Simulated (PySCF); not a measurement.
Molfile (atoms numbered from 1):
```
C8H7N
     RDKit          3D

 16 17  0  0  0  0  0  0  0  0999 V2000
    2.1598   -0.3910    0.0608 C   0  0  0  0  0  0  0  0  0  0  0  0
    1.9204    1.0019   -0.0170 C   0  0  0  0  0  0  0  0  0  0  0  0
    0.6493    1.4759   -0.0644 C   0  0  0  0  0  0  0  0  0  0  0  0
   -0.4016    0.6157   -0.0388 N   0  0  0  0  0  0  0  0  0  0  0  0
   -1.7285    0.8692   -0.0770 C   0  0  0  0  0  0  0  0  0  0  0  0
   -2.4039   -0.3318   -0.0295 C   0  0  0  0  0  0  0  0  0  0  0  0
   -1.4610   -1.3586    0.0408 C   0  0  0  0  0  0  0  0  0  0  0  0
   -0.2073   -0.7653    0.0353 C   0  0  0  0  0  0  0  0  0  0  0  0
    1.1081   -1.2585    0.0864 C   0  0  0  0  0  0  0  0  0  0  0  0
    3.1759   -0.7514    0.0990 H   0  0  0  0  0  0  0  0  0  0  0  0
    2.7504    1.6892   -0.0387 H   0  0  0  0  0  0  0  0  0  0  0  0
    0.4113    2.5278   -0.1237 H   0  0  0  0  0  0  0  0  0  0  0  0
   -2.1069    1.8709   -0.1351 H   0  0  0  0  0  0  0  0  0  0  0  0
   -3.4702   -0.4482   -0.0444 H   0  0  0  0  0  0  0  0  0  0  0  0
   -1.6566   -2.4110    0.0894 H   0  0  0  0  0  0  0  0  0  0  0  0
    1.2532   -2.3258    0.1455 H   0  0  0  0  0  0  0  0  0  0  0  0
  1  2  1  0
  2  3  2  0
  3  4  1  0
  4  5  1  0
  5  6  2  0
  6  7  1  0
  7  8  2  0
  8  9  1  0
  9  1  2  0
  8  4  1  0
  1 10  1  0
  2 11  1  0
  3 12  1  0
  5 13  1  0
  6 14  1  0
  7 15  1  0
  9 16  1  0
M  END
```

Method: geometry from GFN2-xTB, NMR shieldings at PBE0/pcSseg-1/GIAO, in PySCF 2.14.0 with density-fitted response routines (non-relativistic, no solvent model, a single conformation).

Referencing at the same level of theory: ¹³C and ¹H vs TMS; ¹⁵N vs NH3.

| atoms | nucleus | count | Hirshfeld charge | δ (ppm) |
| --- | --- | --- | --- | --- |
| C3 | ¹³C | 1 | 0.00 | 128.0 |
| H12 | ¹H | 1 | 0.06 | 8.08 |
| C5 | ¹³C | 1 | -0.05 | ? |
| C9 | ¹³C | 1 | -0.05 | 125.8 |
| N4 | ¹⁵N | 1 | 0.02 | 219.7 |
| H10 | ¹H | 1 | 0.05 | 6.89 |
| C2 | ¹³C | 1 | -0.07 | 116.8 |
| H13 | ¹H | 1 | 0.05 | 7.35 |
| H15 | ¹H | 1 | 0.05 | ? |
| H16 | ¹H | 1 | 0.06 | 7.68 |
| C7 | ¹³C | 1 | -0.11 | 105.1 |
| C6 | ¹³C | 1 | -0.08 | ? |
| H11 | ¹H | 1 | 0.05 | 6.78 |
| C1 | ¹³C | 1 | -0.07 | ? |
| C8 | ¹³C | 1 | 0.02 | ? |
| H14 | ¹H | 1 | 0.05 | 7.13 |

**Question.** Fill in the missing shifts.

**Answer.** 
- C8: 137.4 ppm, ring-fusion aromatic carbon
- C1: 121.2 ppm, aromatic CH
- C6: 121.1 ppm, aromatic CH
- C5: 113.4 ppm, aromatic CH next to a ring nitrogen
- H15: 6.78 ppm, hydrogen on an aromatic CH; aromatic region

Shifts are as computed. Against solution values, carbons near 30 ppm lie about +3 ppm off and those near 130 ppm about +5 ppm. Of 1211 compounds with measured shifts, 218 miss one by over three times the rms of a fit or turn the order of signals round; such compounds aren't used in these exercises. Experimental scales use liquid or dissolved standards, which lie at an offset from isolated NH3 (liquid NH3: subtract about 20 ppm). Unscaled 15N shifts of sp2 nitrogen come out 20 to 40 ppm too high even then.
